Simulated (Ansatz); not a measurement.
Species: WO3, charge -1, multiplicity 2. The spin state was set by rule; other spins were not relaxed. 
Structure (B3LYP-D3(BJ)/def2-TZVP (Ansatz, an electronic-structure program) minimum search):
```
W
O 1 1.7638
O 1 1.7638 2 115.89
O 1 1.7638 2 115.89 3 140.81
```
Charge -1, spin multiplicity 2.

Total electronic energies in hartree. Valence correlation only, unless marked. UHF or UKS for open shells. No spin-orbit coupling. Frozen are the shells of the preceding noble gas and the d and f shells that filled before the atom's block. In def2 rows, elements after Kr have scalar-relativistic effective core potentials. Basis-set limits of correlation are two-point, X^-3; Hartree-Fock from the larger set. The bracket is a focal-point correction in the basis named.

| level | program | energy (Eh) |
|---|---|---|
| HF/def2-TZVPP | Ansatz | -291.22726 |
| HF/def2-QZVPP | Ansatz | -291.23982 |
| PBE0-D4/def2-TZVP | Ansatz + dftd4 | -292.81742 |
| HSE06-D4/def2-TZVPD | Ansatz + dftd4 | … |
| LC-wPBE-D4/def2-TZVPD | Ansatz + dftd4 | -292.94568 |
| B2GP-PLYP-D3(BJ)/def2-TZVPD | Ansatz + dftd3 | … |
| B2PLYP/def2-TZVPD | Ansatz | -292.75816 |
| MP2/def2-SVPD | Ansatz | -291.76092 |
| RI-MP2/CBS(def2-TZVPPD,def2-QZVPPD)+[CCSD(T)-MP2]/def2-SVPD | Ansatz | -292.3296 |

**Question.** What belongs in the gaps?

**Answer.** 
- HSE06-D4/def2-TZVPD, energy (Eh): -292.81234
- B2GP-PLYP-D3(BJ)/def2-TZVPD, energy (Eh): -292.66451
